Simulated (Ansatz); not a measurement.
Born–Oppenheimer molecular dynamics of FGe2H7 (10 atoms, charge 0, multiplicity 1). It starts at the highest image of a converged band. Of that band: Neighbouring images differ by up to 1.7 eV, so the band resolves the path poorly. A vibrational analysis at the climbing image gives one clearly imaginary mode, 1331i cm⁻¹: a first-order saddle point.

The calculation used RKS B3LYP/def2-mTZVP (Ansatz 0.2.0).

* ensemble: NVE (velocity Verlet)
* time step: 0.5 fs
* steps asked: 200
* starting velocities drawn for: 100 K
* seed: 4430

First frame:

```xyz
10
Properties=species:S:1:pos:R:3
Ge 0.130 -0.215 -0.046
F -0.143 -0.446 2.062
H 1.375 0.091 -0.918
H -0.528 1.150 0.238
Ge -1.337 -1.937 -0.960
H -2.089 -2.631 0.183
H -2.342 -1.269 -1.916
H -0.497 -2.963 -1.739
H 1.324 -1.350 0.869
H 0.790 -1.091 1.623
```

What does the run give?

All steps were run.

* steps done: 200
* time covered: 100 fs
* mean temperature over the second half: 1699 K
* spread of the potential energy over the second half: 21.2 meV per atom
* mean potential energy of the second half above the start: -165.3 meV per atom

The conserved energy stayed within 0.062 meV per atom of its start (net change -0.025 meV per atom), so the integration is sound. The kinetic energy rose, since the run started high on the potential surface and went downhill. It ends in pieces (FGe2H5 + H2), so much of that is their flight and rotation, not heat. A run of 0.1 ps of so small a system gives no equilibrium averages. The orbitals stay closed-shell, which can raise the energy where a bond breaks towards radicals; this wasn't checked here.

What happens to the structure?

Between its relaxed ends the band would form Ge1–H9, F2–H10 and break Ge1–F2, H9–H10. These pairs go: Ge1–H9 1.88 → 11.58 Å, F2–H10 1.22 → 11.06 Å, Ge1–F2 2.14 → 1.69 Å, H9–H10 0.96 → 0.76 Å. In the last frame they stand as before the step (other bonds may differ from the relaxed reactants and products). It ends as FGe2H5 + H2. Pairs count as bonded within 1.25 times the sum of covalent radii (0.12 Å more for H–H). The details hang on the random start.

How do temperature and energy run in time?


```csv
time (fs),T (K),potential energy less start (eV),conserved less start (meV/atom)
0.0,100,0.000,0.00
8.0,143,-0.044,0.03
16.0,956,-0.885,-0.01
24.0,1915,-1.877,-0.03
32.0,1888,-1.849,-0.03
40.0,1479,-1.426,0.03
48.0,2060,-2.027,-0.04
56.0,1733,-1.689,-0.01
64.0,1415,-1.360,0.00
72.0,1586,-1.537,0.00
80.0,1990,-1.954,-0.01
88.0,1732,-1.688,0.00
96.0,1634,-1.586,0.02
```

The run took 6.1 min on 4 threads of Arm Neoverse V1 (shared host), peak memory 0.28 GiB.
